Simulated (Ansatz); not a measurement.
def2 core potentials replace the inner electrons of Sn.

The numbers are results of frozen-core CCSD(T)/def2-TZVPP // PBE0-D3(BJ)/def2-SVP run with Ansatz (an electronic-structure program), not measurements.

Ansatz 0.2 input:
```yaml
crystal:
  periodic: [false, false, false]
  atoms:
    - { symbol: O, position_ang: [-2.069198, 0.798392, -1.516269] }
    - { symbol: Sn, position_ang: [-0.939751, 0.507776, 0.071651] }
    - { symbol: O, position_ang: [-1.117258, 2.05787, 1.273054] }
    - { symbol: O, position_ang: [-1.679492, -1.137277, 0.872898] }
    - { symbol: C, position_ang: [1.161, 0.424203, -0.358897] }
    - { symbol: C, position_ang: [1.709596, -0.95495, -0.162208] }
    - { symbol: F, position_ang: [1.450302, -1.40749, 1.081853] }
    - { symbol: F, position_ang: [3.030618, -1.008895, -0.328062] }
    - { symbol: F, position_ang: [1.162507, -1.829367, -1.015011] }
    - { symbol: H, position_ang: [-2.663292, 0.047888, -1.643644] }
    - { symbol: H, position_ang: [-2.038596, 2.270079, 1.464067] }
    - { symbol: H, position_ang: [-0.997514, -1.63888, 1.337165] }
    - { symbol: H, position_ang: [1.665143, 1.125612, 0.319681] }
    - { symbol: H, position_ang: [1.325936, 0.744938, -1.396181] }
basis:
  gaussian: { orbitals: def2-TZVPP }
correlation:
  method: ccsd_t
```

Output:

```
Functional definition: HF
2499 factors; integrals over basis functions are off by at most 9.2e-4 eV
mean field evaluation 1: about -22173.8216 eV, gradient 7.5e1 eV
mean field evaluation 2: about -22174.1755 eV, gradient 7.5e1 eV
mean field evaluation 4: about -22183.9057 eV, gradient 5.1e0 eV
mean field evaluation 8: about -22184.0214 eV, gradient 3.9e-1 eV
mean field evaluation 16: about -22184.0224 eV, gradient 9.6e-7 eV
mean field -22184.02236130 eV, -815.2477849074 hartree, gradient 9.6e-7 eV, S^2 0.000000; 0 other end points of the search recorded, 0 dependent functions left out
12 core orbitals not correlated
reference -22184.02236130 eV, -815.2477849074 hartree; 33, 33 occupied and 323, 323 virtual orbitals, 2499 factors
second order -57.81863017 eV of doubles, -0.00000000 eV of singles
cycle   1  -56.42849269 eV  change     1.4e0 eV  update   1.7e-1
cycle   2  -57.66928586 eV  change    -1.2e0 eV  update   5.0e-2
cycle   3  -57.95816049 eV  change   -2.9e-1 eV  update   2.5e-2
cycle   4  -57.92644398 eV  change    3.2e-2 eV  update   6.2e-3
cycle   5  -57.91819395 eV  change    8.3e-3 eV  update   2.8e-3
cycle   6  -57.92101045 eV  change   -2.8e-3 eV  update   9.6e-4
cycle   7  -57.92089995 eV  change    1.1e-4 eV  update   3.6e-4
cycle   8  -57.92056782 eV  change    3.3e-4 eV  update   1.1e-4
cycle   9  -57.92058632 eV  change   -1.9e-5 eV  update   4.3e-5
perturbative correction -2.03001982 eV, -0.0746018523 hartree
Total energy: -22243.97296744 eV, -817.4509290472 hartree
```

Cost: very roughly 80 core-minutes.
